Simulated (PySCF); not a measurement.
H$_{3}$Si$_{2}$, charge +2, quartet, at a GFN2-xTB geometry of the parent state (a state made from the parent by changing its charge; the spin is typed, not shown lowest); M062X/def2-SVP (PySCF).

The PySCF input:
```python
from pyscf import gto, scf, dft

mol = gto.Mole()
mol.atom = '''
    Si    1.367721   -0.024714   -0.023930
    Si   -1.053010    0.019027    0.018424
    H    -1.448226    1.410637   -0.236249
    H    -1.453802   -0.439042    1.355275
    H    -1.503929   -0.891982   -1.041937
'''
mol.basis = 'def2-svp'
mol.charge = 2
mol.spin = 3
mol.verbose = 3
mol.build()

mf = dft.UKS(mol)
mf.xc = 'm062x'
mf.kernel()
```

What the program printed (banner, timings and long lists left out):

```
converged SCF energy = -579.464140237525  <S^2> = 3.7632761  2S+1 = 4.0066326
```
